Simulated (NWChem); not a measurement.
Molecule: AlHBrCl; SMILES [Cl][AlH][Br]

```xyz
4

Al    -0.7670    -0.6198     0.0000
H     -2.3291    -0.7463     0.0000
Cl     0.4343    -2.3467     0.0000
Br     0.2354     1.4037     0.0000
```
Atoms are numbered in this order, from 1.

Program: NWChem. Structure relaxed at the B3LYP/6-31G* (spherical d) level. GIAO values for the isolated, static molecule; σ is the absolute isotropic shielding, δ = σ(reference) − σ with the isolated reference molecule computed at the same levels (1H: tetramethylsilane). Spin-orbit effects, on the heavy nuclei and on their neighbours, are missing.

Problem. What does the run give for PBE/pcSseg-1? Quantities: σ Al1 (ppm); δ H2 (ppm); σ Cl3 (ppm); σ Br4 (ppm).

Solution. σ Al1 (ppm): 351.4
δ H2 (ppm): 5.35
σ Cl3 (ppm): 810.9
σ Br4 (ppm): 2414.6
